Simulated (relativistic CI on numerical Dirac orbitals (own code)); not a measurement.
## Cr³⁺ in a cubic cluster: 3s photoemission with charge transfer

Computed with a charge-transfer multiplet model of a cubic metal-ligand cluster with up to 2 ligand holes, Slater and spin-orbit integrals from Dirac-Coulomb-Breit ions, Slater integrals scaled by 0.9. The parameters are those of a tetrahedral site (10Dq negative, t2 hopping the larger). The ground state mixes d3 with configurations of k ligand holes L, whose averages lie at kΔ + k(k − 1)U_dd/2; a core hole lowers each added d electron by U_cd. 300 K, Lorentzian 1.4 eV and Gaussian 0.8 eV FWHM.

Atomic integrals in eV (Slater integrals scaled, ζ unscaled), ground: F2dd 9.646, F4dd 6.039, zeta_d 0.033; with the core hole: F2dd 10.597, F4dd 6.675, zeta_d 0.040, G2cd 10.591.

Cluster parameters (eV): U_dd = 5.6, U_cd = 6.8, 10Dq = -0.3, 10Dq(ligand) = 0, V(eg) = 0.97, V(t2g) = -1.66, final-state hopping factor = 0.8.

Weights, n_d and S are thermal averages at 300 K. Binding energies count from the first peak over 30 % of the highest in each spectrum, which can be another peak from case to case. The parameters are a model scan and need not match a compound or its usual spin state. Peaks in eV (height, largest 100): 0.0 (72), 3.8 (100), 11.5 (97), 17.2 (15), 19.1 (19), 23.7 (8).

Task: Which parameters give this spectrum?
A. Δ = -0.2 eV
B. Δ = -2.2 eV
C. Δ = 0.8 eV

Result: C. Δ = 0.8 eV; the ground state then has 3.76 d electrons and S = 1.50. The choice follows from running the model for each set and comparing peak positions and heights. Without intra-shell correlation the exchange splitting of the 3s hole comes out too large. The space is cut while the next configuration still counts.
